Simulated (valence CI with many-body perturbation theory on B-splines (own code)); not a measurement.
## Yb XXXVIII: calculated level list

Level of theory: valence CI with perturbative core correlation (CI+MBPT): five valence electrons over a frozen Dirac-Fock core [Ar] 3d10, radial functions for each j: 11 s, 11 p, 10 d, 8 f, 5 g, 2 h, with the one-electron correlation potential Σ1 (screened to all orders), the two-electron term Σ2, the three-electron term Σ3, Breit, model QED; selected single and double excitations, second order for the rest, scaled by the run's own slope (own B-spline code, finite nucleus).

No measured spectrum was set against this ion. As an estimate, large intervals hold to a few tenths of a per cent, small ones and those within an open d or f shell to about a per cent. Among the levels kept, up to 2100 cm⁻¹ of a level comes from second order outside the variational space, and about a tenth of that is noise between levels of different J, which matters for small intervals.

Levels 1 to 45 of 173, with energies above the lowest level, (4s^2 4p1/2^2 4p3/2) J=3/2. "Leading %" is the weight of the configuration and term that name the level; weights of strongly mixed levels are sums over their largest components and can fall short. In the jj column 3d3/2^4 stands for four electrons in 3d with j = 3/2.

```csv
No.,Configuration,Term,J,E (eV),Leading %,Leading jj,Second component
1,4s²4p³,²P°,3/2,0.00,46,4s^2 4p1/2^2 4p3/2 (99 %),28 % 4s²4p³ ⁴S°
2,4s²4p³,⁴S°,3/2,64.89,54,4s^2 4p1/2 4p3/2^2 (98 %),45 % 4s²4p³ ²D°
3,4s²4p³,²D°,5/2,69.92,99,4s^2 4p1/2 4p3/2^2 (99 %),
4,4s²4p³,²P°,1/2,76.23,99,4s^2 4p1/2 4p3/2^2 (99 %),
5,4s²4p²4d,²D,3/2,139.28,36,4s^2 4p1/2^2 4d3/2 (94 %),34 % 4s²4p²4d ⁴F
6,4s²4p³,²P°,3/2,142.00,53,4s^2 4p3/2^3 (98 %),28 % 4s²4p³ ²D°
7,4s4p⁴,⁴P,5/2,149.13,57,4s 4p1/2^2 4p3/2^2 (76 %),19 % 4s4p⁴ ²D
8,4s²4p²4d,²D,5/2,164.09,21,4s^2 4p1/2^2 4d5/2 (74 %),21 % 4s²4p²4d ⁴D
9,4s4p⁴,²S,1/2,166.43,55,4s 4p1/2^2 4p3/2^2 (91 %),32 % 4s4p⁴ ⁴P
10,4s4p⁴,²D,3/2,168.78,35,4s 4p1/2^2 4p3/2^2 (83 %),34 % 4s4p⁴ ²P
11,4s²4p²4d,⁴F,3/2,204.01,34,4s^2 4p1/2 4p3/2 4d3/2 (93 %),27 % 4s²4p²4d ⁴D
12,4s²4p²4d,²F,5/2,204.15,46,4s^2 4p1/2 4p3/2 4d3/2 (96 %),44 % 4s²4p²4d ⁴F
13,4s²4p²4d,⁴D,1/2,204.51,77,4s^2 4p1/2 4p3/2 4d3/2 (96 %),14 % 4s²4p²4d ²P
14,4s²4p²4d,²G,7/2,209.16,44,4s^2 4p1/2 4p3/2 4d3/2 (94 %),27 % 4s²4p²4d ²F
15,4s4p⁴,⁴P,3/2,214.32,46,4s 4p1/2 4p3/2^3 (54 %),22 % 4s²4p²4d ²P
16,4s²4p²4d,⁴D,7/2,219.12,47,4s^2 4p1/2 4p3/2 4d5/2 (99 %),36 % 4s²4p²4d ⁴F
17,4s4p⁴,²D,5/2,219.46,28,4s^2 4p1/2 4p3/2 4d5/2 (58 %),21 % 4s²4p²4d ²D
18,4s²4p²4d,⁴P,5/2,222.34,31,4s^2 4p1/2 4p3/2 4d3/2 (77 %),20 % 4s²4p²4d ²D
19,4s²4p²4d,²D,3/2,223.19,33,4s^2 4p1/2 4p3/2 4d3/2 (84 %),24 % 4s²4p²4d ²P
20,4s²4p²4d,⁴P,1/2,223.39,34,4s^2 4p1/2 4p3/2 4d3/2 (82 %),32 % 4s²4p²4d ²P
21,4s²4p²4d,²G,9/2,224.63,58,4s^2 4p1/2 4p3/2 4d5/2 (98 %),41 % 4s²4p²4d ⁴F
22,4s²4p²4d,⁴D,3/2,232.03,27,4s^2 4p1/2 4p3/2 4d5/2 (49 %),22 % 4s4p⁴ ²D
23,4s²4p²4d,²S,1/2,234.93,32,4s^2 4p1/2 4p3/2 4d5/2 (49 %),20 % 4s4p⁴ ⁴P
24,4s²4p²4d,²F,5/2,235.85,30,4s^2 4p1/2 4p3/2 4d5/2 (57 %),21 % 4s²4p²4d ⁴D
25,4s²4p²4d,²F,7/2,236.43,47,4s^2 4p1/2 4p3/2 4d5/2 (88 %),28 % 4s²4p²4d ²G
26,4s²4p²4d,²P,3/2,239.31,35,4s^2 4p1/2 4p3/2 4d5/2 (76 %),32 % 4s²4p²4d ²D
27,4s²4p²4d,²D,5/2,240.66,38,4s^2 4p1/2 4p3/2 4d5/2 (62 %),28 % 4s4p⁴ ²D
28,4s4p⁴,²P,3/2,246.37,33,4s 4p1/2 4p3/2^3 (63 %),26 % 4s4p⁴ ²D
29,4s²4p²4d,²P,1/2,249.11,45,4s^2 4p1/2 4p3/2 4d5/2 (46 %),26 % 4s4p⁴ ²P
30,4s²4p²4d,⁴P,1/2,286.93,43,4s^2 4p3/2^2 4d3/2 (86 %),24 % 4s²4p²4d ²P
31,4s²4p²4d,²D,3/2,287.08,36,4s^2 4p3/2^2 4d3/2 (90 %),26 % 4s²4p²4d ⁴P
32,4s²4p²4d,²D,5/2,287.83,30,4s^2 4p3/2^2 4d3/2 (85 %),20 % 4s²4p²4d ⁴D
33,4s²4p²4d,²F,7/2,289.54,43,4s^2 4p3/2^2 4d3/2 (51 %),30 % 4s²4p²4d ⁴D
34,4s4p³4d,⁴D°,5/2,289.78,27,4s 4p1/2^2 4p3/2 4d3/2 (91 %),26 % 4s4p³4d ⁶D°
35,4s²4p²4d,²P,1/2,290.07,48,4s^2 4p3/2^2 4d5/2 (73 %),19 % 4s²4p²4d ²S
36,4s4p³4d,⁶D°,3/2,290.51,32,4s 4p1/2^2 4p3/2 4d3/2 (93 %),18 % 4s4p³4d ⁴D°
37,4s4p³4d,⁴P°,1/2,290.53,42,4s 4p1/2^2 4p3/2 4d3/2 (93 %),39 % 4s4p³4d ⁶D°
38,4s²4p²4d,²F,7/2,292.10,64,4s^2 4p3/2^2 4d5/2 (55 %),21 % 4s²4p²4d ²G
39,4s²4p²4d,⁴F,9/2,292.27,58,4s^2 4p3/2^2 4d5/2 (98 %),41 % 4s²4p²4d ²G
40,4s4p³4d,⁶D°,7/2,292.54,26,4s 4p1/2^2 4p3/2 4d3/2 (80 %),24 % 4s4p³4d ⁴F°
41,4s²4p²4d,²D,3/2,297.43,64,4s^2 4p3/2^2 4d3/2 (87 %),17 % 4s²4p²4d ²P
42,4s4p³4d,⁴F°,3/2,300.93,28,4s 4p1/2^2 4p3/2 4d3/2 (75 %),16 % 4s4p³4d ²D°
43,4s4p³4d,⁴G°,5/2,303.36,23,4s 4p1/2^2 4p3/2 4d3/2 (71 %),17 % 4s4p³4d ²F°
44,4s4p³4d,⁴F°,9/2,304.06,44,4s 4p1/2^2 4p3/2 4d5/2 (94 %),38 % 4s4p³4d ⁶D°
45,4s²4p²4d,²D,5/2,304.58,78,4s^2 4p3/2^2 4d5/2 (98 %),14 % 4s²4p²4d ⁴D
```

The ionisation energy to 4s²4p² ³P0 of the next ion comes out as 1670.1 eV (NIST: 1668 ± 4 eV (theoretical)). All 173 levels together are meant to be complete up to 460.23 eV.
